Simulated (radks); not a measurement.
Results of a calculation; reference values are marked as such.
Sm49+, configuration [Ne] 3s2 3p1. Code: a radial shooting solver on a logarithmic mesh with Libxc functionals. Model: scalar-relativistic Kohn-Sham, r2SCAN, spin-unpolarised, spherical densities, finite nucleus; meta-GGA in the generalised Kohn-Sham scheme; Fermi nuclear charge, rms radius 5.0819 fm.

Radial electron density D(r) = 4 pi r^2 rho(r):

```
   r/bohr * D(r) (the largest magnitude, 96, reaches the edge; | marks zero)
 0.002666 |         *
 0.003309 |            *
 0.004107 |                 *
 0.005097 |                      *
 0.006326 |                            *
 0.007851 |                                  *
 0.009744 |                                        *
  0.01209 |                                            *
  0.01501 |                                              *
  0.01863 |                                             *
  0.02312 |                                         *
  0.02869 |                                      *
  0.03561 |                                      *
   0.0442 |                                           *
  0.05485 |                                                  *
  0.06808 |                                                      *
  0.08517 |                                                *
   0.1057 |                                  *
   0.1312 |                   *
   0.1628 |            *
   0.2021 |          *
   0.2508 |        *
   0.3113 |   *
   0.3863 |*
   0.4794 *
    0.595 *
   0.7385 *
```

D(r) has 2 maxima, at r = 0.0153, 0.0681 bohr, and minima at 0.0321 bohr, inside which lie 2.02 electrons.
